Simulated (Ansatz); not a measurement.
Species: WH, net charge 0, sextet state. The spin state was set by rule; other spins were not relaxed. SMILES: [WH]
Geometry: optimised at B3LYP-D3(BJ)/def2-TZVP (Ansatz, an electronic-structure program).

Wanted: vertical ionisation energy (to the quintet state of charge +1; each state is the SCF solution reached for its spin), in eV. Valence correlation only, unless marked. Open shells are spin-unrestricted. No spin-orbit coupling. Frozen are the shells of the preceding noble gas and the d and f shells that filled before the atom's block. Past Kr the def2 sets carry scalar-relativistic core potentials. CBS marks a two-point X^-3 extrapolation of the correlation energy; Hartree-Fock from the larger set.

| level | program | vertical ionisation energy (eV) |
|---|---|---|
| r2SCAN/def2-TZVPD | Ansatz | 8.44 |
| BHLYP/def2-TZVPD | Ansatz | 7.95 |
| CCSD/def2-SVPD | Ansatz | 7.95 |
| CCSD/def2-TZVPPD | Ansatz | ___ |
| CCSD(T)/CBS(def2-TZVPPD,def2-QZVPPD) | Ansatz | ___ |

Q: Some entries are withheld; supply them.

A: 
- CCSD/def2-TZVPPD, vertical ionisation energy (eV): 8.05
- CCSD(T)/CBS(def2-TZVPPD,def2-QZVPPD), vertical ionisation energy (eV): 8.12
